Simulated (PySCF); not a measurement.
SrCl: energy against distance

Set-up: Sr def2-SVP with ECP28, Cl def2-SVP; scalar-relativistic core potentials (PySCF 2.14). Energies in eV from Sr + Cl in their ground configurations at the same level. State: ²Σ⁺ (doublet), unpaired electrons σ ↑.

All columns are PBE0. A positive dipole means Sr(−)Cl(+).

```json
{"R (Å)": "2.233", "E (eV)": "-3.461", "μ (D)": "-3.13", "Mulliken charge on Sr (basis-dependent)": "0.27", "HOMO (eV)": "-3.83", "LUMO (eV)": "-1.86", "Mayer bond order": "1.28", "⟨S²⟩": "0.75"}
{"R (Å)": "2.336", "E (eV)": "-3.988", "μ (D)": "-3.49", "Mulliken charge on Sr (basis-dependent)": "0.31", "HOMO (eV)": "-3.93", "LUMO (eV)": "-1.95", "Mayer bond order": "1.22", "⟨S²⟩": "0.75"}
{"R (Å)": "2.440", "E (eV)": "-4.274", "μ (D)": "-3.89", "Mulliken charge on Sr (basis-dependent)": "0.35", "HOMO (eV)": "-4.03", "LUMO (eV)": "-2.05", "Mayer bond order": "1.17", "⟨S²⟩": "0.75"}
{"R (Å)": "2.518", "E (eV)": "-4.374", "μ (D)": "-4.22", "Mulliken charge on Sr (basis-dependent)": "0.37", "HOMO (eV)": "-4.11", "LUMO (eV)": "-2.11", "Mayer bond order": "1.13", "⟨S²⟩": "0.75"}
{"R (Å)": "2.596", "E (eV)": "-4.401", "μ (D)": "-4.55", "Mulliken charge on Sr (basis-dependent)": "0.39", "HOMO (eV)": "-4.18", "LUMO (eV)": "-2.18", "Mayer bond order": "1.10", "⟨S²⟩": "0.75"}
{"R (Å)": "2.674", "E (eV)": "-4.372", "μ (D)": "-4.90", "Mulliken charge on Sr (basis-dependent)": "0.40", "HOMO (eV)": "-4.25", "LUMO (eV)": "-2.25", "Mayer bond order": "1.07", "⟨S²⟩": "0.75"}
{"R (Å)": "2.778", "E (eV)": "-4.273", "μ (D)": "-5.38", "Mulliken charge on Sr (basis-dependent)": "0.43", "HOMO (eV)": "-4.34", "LUMO (eV)": "-2.34", "Mayer bond order": "1.03", "⟨S²⟩": "0.75"}
{"R (Å)": "2.908", "E (eV)": "-4.082", "μ (D)": "-6.01", "Mulliken charge on Sr (basis-dependent)": "0.45", "HOMO (eV)": "-4.46", "LUMO (eV)": "-2.45", "Mayer bond order": "0.99", "⟨S²⟩": "0.75"}
{"R (Å)": "3.063", "E (eV)": "-3.798", "μ (D)": "-6.78", "Mulliken charge on Sr (basis-dependent)": "0.48", "HOMO (eV)": "-4.59", "LUMO (eV)": "-2.58", "Mayer bond order": "0.94", "⟨S²⟩": "0.75"}
{"R (Å)": "3.271", "E (eV)": "-3.382", "μ (D)": "-7.84", "Mulliken charge on Sr (basis-dependent)": "0.51", "HOMO (eV)": "-4.75", "LUMO (eV)": "-2.75", "Mayer bond order": "0.89", "⟨S²⟩": "0.75"}
```

A fit through these points gives, at Re = 2.591 Å, μ = -4.53 D and dμ/dR = -4.39 D/Å; the reduced mass is 25.02 u.

Question: How strong is the fundamental in the double-harmonic approximation, I = 42.26·(dμ/dR)²/μred km/mol?

Answer: I = 42.26·(-4.39)²/25.02 = 32.6 km/mol at PBE0.

Spin–orbit coupling is left out. The state is the lowest determinant that a PBE0 search found; another state may lie lower at other levels.
